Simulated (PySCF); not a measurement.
C₅H₉ClFSi (doublet state).
Geometry (GFN2-xTB, Å), atoms numbered from 1 in this order:
```xyz
17
C5H9ClFSi angstrom
C     -1.608   -0.994    0.870
C     -0.274   -0.544    0.361
C      0.455   -1.283   -0.494
Si     2.141   -0.921   -1.142
Cl     2.691   -2.284   -2.553
C      0.179    0.806    0.838
C     -0.306    1.929   -0.076
F      0.288    1.844   -1.312
H     -2.379   -0.259    0.637
H     -1.895   -1.947    0.433
H     -1.580   -1.105    1.956
H      0.053   -2.251   -0.775
H      2.603    0.391   -1.545
H     -0.218    1.006    1.835
H      1.270    0.838    0.877
H     -1.386    1.873   -0.246
H     -0.042    2.913    0.326
```

The hyperfine couplings belong to this conformer and change with its torsions.

The species is `C/C(=C/[SiH]Cl)CCF` [radical].

The calculation used UKS B3LYP, pcH-1 on C Cl F H Si, non-relativistic, mean-field spin-orbit, GIAO (PySCF 2.14.0). The structure is a single GFN2-xTB conformer in the gas phase; no vibrational or solvent corrections. The geometry wasn't refined by DFT: couplings that depend on bond lengths, twists or pyramidal angles can differ widely from those at the functional's own minimum, by a factor of two or more for some ions and for spin on atoms past the first row. The SCF solution wasn't tested for stability.

(1) Predict the first-order ENDOR lines of F8, H13, H9/H10/H11, H12, H14/H15, H16/H17 and Cl5 under fast tumbling at B = 343.8 mT (X band).

(2) Which pairs are centred on the nuclear Larmor frequency, and which on half the coupling?

(3) At what field would the lower line of H9/H10/H11 fall to zero frequency?

Answers

(1) ν± = |νn ± a/2|, one line for each electron-spin manifold; νn = |g_N| × 7.62259 MHz/T × B.

```csv
nuclei,isotope,g_N,νn (MHz),a_iso (MHz),lower line (MHz),upper line (MHz)
F8,19F,5.2577,13.78,19.18,4.19,23.37
H13,1H,5.5857,14.64,60.05,15.39,44.66
H9/H10/H11,1H,5.5857,14.64,15.39,6.94,22.33
H12,1H,5.5857,14.64,8.22,10.53,18.75
H14/H15,1H,5.5857,14.64,4.90,12.19,17.09
H16/H17,1H,5.5857,14.64,2.02,13.63,15.65
Cl5,35Cl,0.5479,1.44,14.94,6.03,8.91
```

(2) Centred on νn, since |a| < 2νn: F8, H9/H10/H11, H12, H14/H15 and H16/H17. Centred on |a|/2 and split by 2νn: H13 and Cl5.

(3) Where νn = |a|/2, that is B = 7.69 MHz/(5.5857 × 7.62259 MHz/T) = 181 mT, as far as first order holds there.

Means are taken over nuclei equivalent by connectivity, which assumes that they swap fast. The three 1H nuclei of mean +15.4 MHz run from 0.7 to 27.4 MHz in the frozen geometry.

Main isotope only: 35Cl (natural samples also hold 24 % 37Cl, magnetic too, which adds its own pattern).

The largest Mulliken spin populations are on Si4 (+0.82), C2 (+0.21) and C3 (-0.11). The positive populations add up to 1.15 and the negative ones to -0.15, together 2S = 1. The angles at Si4 add up to 344.7°, so it is pyramidal.

On one thread, Arm Neoverse V1 (aarch64) (shared host), this took 2.2 min wall (with the writing of density and orbital grids) and 1.1 GiB of memory at its peak.
